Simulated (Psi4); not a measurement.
Pair of molecules, SMILES N with SMILES [SeH2], pulled apart as rigid monomers along the line of their centres of mass from the B3LYP-D3(BJ)/def2-TZVP minimum (SMILES order as in the coordinates).
Starting geometry (charge 0, multiplicity 1):
```xyz
7

N     -0.06812    -0.19824     0.01565
H     -0.97935    -0.30566    -0.41507
H      0.38346     0.60052    -0.41481
H      0.47876    -1.02167    -0.20822
Se    -0.38031     0.20919     3.61573
H      0.94747     0.82890     3.73691
H     -0.22981     0.05655     2.14431
```

Level of theory: SAPT0/aug-cc-pVDZ in Psi4.

```json
[
 {"N1···H7 (Å)": "1.93", "electrostatics (kcal/mol)": "-12.12", "exchange (kcal/mol)": "20.01", "induction (kcal/mol)": "-6.51", "dispersion (kcal/mol)": "-4.29", "total": "-2.91"},
 {"N1···H7 (Å)": "2.15", "electrostatics (kcal/mol)": "___", "exchange (kcal/mol)": "10.41", "induction (kcal/mol)": "___", "dispersion (kcal/mol)": "-2.86", "total": "-3.39"},
 {"N1···H7 (Å)": "2.47", "electrostatics (kcal/mol)": "-3.90", "exchange (kcal/mol)": "3.85", "induction (kcal/mol)": "-1.44", "dispersion (kcal/mol)": "-1.62", "total": "-3.11"},
 {"N1···H7 (Å)": "3.01", "electrostatics (kcal/mol)": "-1.69", "exchange (kcal/mol)": "0.71", "induction (kcal/mol)": "-0.38", "dispersion (kcal/mol)": "-0.67", "total": "-2.03"},
 {"N1···H7 (Å)": "3.87", "electrostatics (kcal/mol)": "-0.69", "exchange (kcal/mol)": "0.05", "induction (kcal/mol)": "-0.07", "dispersion (kcal/mol)": "-0.19", "total": "-0.90"}
]
```

Question: Some entries are withheld; supply them.

Answer: 
- 2.15, induction (kcal/mol): -3.49
- 2.15, electrostatics (kcal/mol): -7.45
